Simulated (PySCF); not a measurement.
SMILES C(CB(O)O)OC (C₃H₉BO₃) (GFN2-xTB optimised geometry):

```
16

C      1.833    -0.585     0.000
O      0.429    -0.585     0.000
C     -0.128     0.719     0.000
C     -1.654     0.620    -0.014
B     -2.230    -0.193    -1.278
O     -1.576    -1.249    -1.816
O     -3.413     0.190    -1.806
H      2.230    -0.089    -0.894
H      2.229    -0.077     0.887
H      2.147    -1.627     0.009
H      0.225     1.267    -0.888
H      0.218     1.262     0.893
H     -1.968     0.113     0.900
H     -2.065     1.627     0.023
H     -0.746    -1.441    -1.369
H     -3.702    -0.355    -2.538
```

Computed with CAM-B3LYP/def2-TZVP (PySCF).

Q: What are the frontier orbital energies and the dipole moment?

A: HOMO-2 -10.48 eV, HOMO-1 -10.19 eV, HOMO -9.20 eV, LUMO 1.64 eV, LUMO+1 2.17 eV; dipole moment 2.21 D.

Meta-Löwdin charges at CAM-B3LYP/def2-TZVP: C1 -0.11, O2 -0.40, C3 0.02, C4 -0.35, B5 0.46, O6 -0.55, O7 -0.53, H8 0.10, H9 0.10, H10 0.13, H11 0.08, H12 0.09, H13 0.12, H14 0.12, H15 0.36, H16 0.35.
